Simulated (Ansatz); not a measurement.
One change: `OC(O)[SiH2][SiH3]` becomes `OC(O)I`.

Ansatz, PBE0-D4/def2-TZVP geometries, multiplicity 1. Each molecule was computed in one conformer, which needn't be the lowest.

Elements past krypton have def2 core potentials.  Spin–orbit coupling is left out; it splits and shifts lone-pair levels of the heavy atoms by tenths of an eV.

```json
{"property": "HOMO–LUMO gap (PBE0/def2-TZVPP) / eV", "`OC(O)[SiH2][SiH3]`": "7.87"}
{"property": "HOMO energy (PBE0/def2-TZVPP) / eV", "`OC(O)[SiH2][SiH3]`": "-7.83"}
{"property": "size of the dipole moment (B3LYP/def2-TZVPP) / D", "`OC(O)[SiH2][SiH3]`": "0.59"}
{"property": "LUMO energy (PBE/def2-TZVPP) / eV", "`OC(O)[SiH2][SiH3]`": "-0.79"}
{"property": "size of the dipole moment (ωB97M-V/def2-TZVPP) / D", "`OC(O)[SiH2][SiH3]`": "0.58"}
{"property": "HOMO–LUMO gap (PBE/def2-TZVPP) / eV", "`OC(O)[SiH2][SiH3]`": "5.59"}
```

Q: What does the change do to each property? (Best estimate.)

A: The calculation gave: 
| property | `OC(O)I` | shift |
| --- | --- | --- |
| HOMO–LUMO gap (PBE0/def2-TZVPP) / eV | 6.35 | -1.52 |
| HOMO energy (PBE0/def2-TZVPP) / eV | -7.31 | 0.52 |
| size of the dipole moment (B3LYP/def2-TZVPP) / D | 2.34 | 1.75 |
| LUMO energy (PBE/def2-TZVPP) / eV | -1.88 | -1.09 |
| size of the dipole moment (ωB97M-V/def2-TZVPP) / D | 2.33 | 1.75 |
| HOMO–LUMO gap (PBE/def2-TZVPP) / eV | 4.24 | -1.35 |

With PBE0 the HOMO rises by 0.52 eV and the LUMO falls by 1.02 eV, so the gap narrows by about 1.54 eV. PBE moves the HOMO by 0.26 eV and ωB97M-V by 0.58 eV. Dipoles are sizes alone; their direction can turn.

B3LYP here is the variant with VWN-RPA as its local correlation; programs differ in this.
